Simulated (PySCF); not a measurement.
ITl. Atoms are numbered in the order given.

```xyz
2

Tl     0.0000     0.0000    -1.1376
I      0.0000     0.0000     1.7386
```

The structure is a stationary point at B3LYP-D3(BJ)/def2-TZVP. The def2 effective core potentials stand for the cores of I, Tl; spin–orbit coupling is left out.

All values below come from PySCF with PBE0/def2-TZVPD.

Isolated molecule, no solvent.

Computed frontier levels, gap, dipole moment and polarisability:
| Property | Value |
|---|---|
| highest occupied level | -6.88 eV |
| lowest empty level | -1.98 eV |
| orbital gap | 4.89 eV |
| dipole moment | 4.78 D |
| quadrupole, principal values (traceless, Buckingham form, about the centre of nuclear charge) | -3.84, 1.92, 1.92 D·Å |
| mean static polarisability | 83.0 bohr³ (12.30 Å³) |
| polarisability, principal values | 62.9, 62.9, 123.2 bohr³ |
